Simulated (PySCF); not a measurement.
Electron correlation in La (lanthanum, neutral)

[Xe] 6s2 6p1, 2P determinant (an excited configuration). Calculation: PySCF 2.14, in x2c-TZVPPall (11s7p7d3f1g, 97 functions); the spin-free X2C one-electron Hamiltonian (Gaussian nucleus). Frozen: [Ar] 3d10; 29 electrons correlated.

MP2 pair energies summed by pair of shells (mhartree):

```
 pair   energy  share (%)
4d-4d  -284.05       38.4
4d-5p  -133.15       18.0
5p-5p  -105.81       14.3
5p-6s   -36.58        4.9
4p-4d   -25.67        3.5
5s-5p   -25.10        3.4
4d-5s   -24.07        3.3
4p-4p   -18.10        2.4
4s-4d   -16.75        2.3
6s-6p   -14.86        2.0
6s-6s   -12.51        1.7
4d-6s    -7.93        1.1
4p-5p    -6.79        0.9
4p-5s    -6.47        0.9
5p-6p    -6.23        0.8
5s-5s    -5.26        0.7
4s-4p    -2.59        0.3
5s-6s    -2.29        0.3
4s-4s    -1.79        0.2
4d-6p    -1.48        0.2
4s-5p    -1.06        0.1
4p-6s    -0.70        0.1
4s-5s    -0.57        0.1
5s-6p    -0.39        0.1
4p-6p    -0.07        0.0
4s-6s    -0.07        0.0
4s-6p    -0.01        0.0
```

Total MP2 correlation energy: -740.35 mhartree.

Same-spin part -267.43 and opposite-spin part -472.92 mhartree; SCS-MP2 scales them by 1/3 and 6/5 to -656.65 mhartree.

The basis was made for the ground configuration and has no added diffuse functions, which can raise the energy of the promoted electron.

This basis was not built for core-valence correlation, so the inner-shell part is incomplete.
